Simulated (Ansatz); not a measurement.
Molecule: sum formula SiHF2, net charge 0, doublet state. It need not be the lowest isomer of its formula. 
Geometry from a B3LYP-D3(BJ)/def2-TZVP (Ansatz, a program for electronic structure) optimisation:
```
Si
F 1 1.5990
F 1 1.5990 2 107.23
H 1 1.4916 2 107.47 3 115.28
```
Charge 0, spin multiplicity 2.

Total electronic energies in hartree. Cores are frozen in the correlated levels unless marked. Open shells are spin-unrestricted. Spin-orbit coupling is left out. Non-relativistic. CBS(X,Y): correlation extrapolated as X^-3; Hartree-Fock from the larger set (for Q and 5 zeta extrapolated as (X+1)exp(-9√X)). [CCSD(T)-MP2]/basis is that difference in the basis named.

```csv
level,program,energy (Eh)
HF/cc-pV(D+d)Z,Ansatz,-488.47433
revPBE/def2-TZVPD,Ansatz,-489.82153
MP2/cc-pV(5+d)Z,Ansatz,-489.28552
RI-MP2/cc-pV(T+d)Z,Ansatz,-489.17623
RI-MP2/cc-pV(Q+d)Z,Ansatz,-489.25614
"RI-MP2/CBS(aug-cc-pV(T+d)Z,aug-cc-pV(Q+d)Z)",Ansatz,-489.2994
CCSD(T)/cc-pV(D+d)Z,Ansatz,-488.94756
"RI-MP2/CBS(cc-pV(T+d)Z,cc-pV(Q+d)Z)+[CCSD(T)-MP2]/cc-pV(T+d)Z",Ansatz,-489.3229
"CCSD(T)/CBS(cc-pV(Q+d)Z,cc-pV(5+d)Z)",Ansatz,-489.3304
```

Totals of different functionals don't rank their quality; only differences between species are comparable.
